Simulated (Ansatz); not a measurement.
Cost and result for the atomization energy of CH$_{5}$ClOSSi, SMILES `C[Si](O)(S)Cl` (10 atoms, 9 bonds).

```
atom   x (Å)   y (Å)   z (Å)
  C1   0.697  -1.145   0.414
 Si2   0.100   0.471  -0.244
  O3  -0.321   1.376   1.050
  S4  -1.487   0.324  -1.659
 Cl5   1.591   1.392  -1.323
  H6   1.527  -0.983   1.105
  H7   1.035  -1.787  -0.401
  H8  -0.106  -1.655   0.951
  H9  -0.707   2.237   0.876
 H10  -2.329  -0.231  -0.770
```

The species carries charge 0 and has multiplicity 1. All single points use the PBE0-D4/def2-TZVP geometry. It is one conformer, not always the lowest. Program: Ansatz. All runs use 4 threads of an Arm Neoverse V2 on a shared host. Times are those of one run each, without the atoms' runs, and a repeat can differ threefold. Electronic energies, without spin–orbit coupling; frozen cores. CCSD(T)/CBS adds CCSD(T) − MP2 in def2-TZVPP to the MP2 limit, and its time is that of the two runs behind it. T1 = 0.010. B3LYP takes the VWN-RPA correlation (the form of Gaussian; ORCA's B3LYP/G).

CCSD(T)/CBS is a level of theory with its own doubt, some kJ/mol a heavy atom from the limit and from the frozen cores, so smaller differences don't rank the functionals.

```csv
level,functions,wall time,atomization (kcal/mol),difference from CCSD(T)/CBS,per bond
PBE-D4/def2-TZVPP (with forces),258,2.4 s,885.1,7.9,0.9
PBE0-D4/def2-TZVPP,258,2.9 s,872.6,-4.6,-0.5
r2SCAN-D4/def2-TZVPP (with forces),258,4.7 s,878.8,1.6,0.2
B3LYP-D4/def2-TZVPP (with forces),258,4.7 s,868.6,-8.6,-1.0
B2PLYP/def2-TZVPP,258,5 s,860.6,-16.6,-1.8
ωB97X-V/def2-TZVPP,258,7.5 s,878.3,1.1,0.1
ωB97M-V/def2-TZVPP (with forces),258,12 s,880.0,2.8,0.3
MP2/def2-QZVPP,474,19 s,884.4,7.2,0.8
CCSD(T)/def2-TZVPP,258,2.2 min,850.6,-26.6,-3.0
CCSD(T)/CBS(def2),–,2.6 min,877.2,0.0,0.0
```

From PBE to PBE0 (25 % exact exchange), in def2-TZVPP and without D4, the atomization energy moves by −11.5 kcal/mol: exact exchange takes away binding that semilocal exchange gives to molecules. In def2-TZVPP, CCSD(T) changes the Hartree–Fock value by +210.4 kcal/mol (the triples alone add +13.5 kcal/mol) and MP2 by +228.4 kcal/mol; breaking electron pairs costs correlation energy, which Hartree–Fock lacks. The D4 term adds +10.9 kcal/mol with B3LYP and +5.7 kcal/mol with PBE0; it sums over pairs of atoms, weighted by their polarisabilities, and B3LYP, whose exchange is more repulsive, gets the larger term.
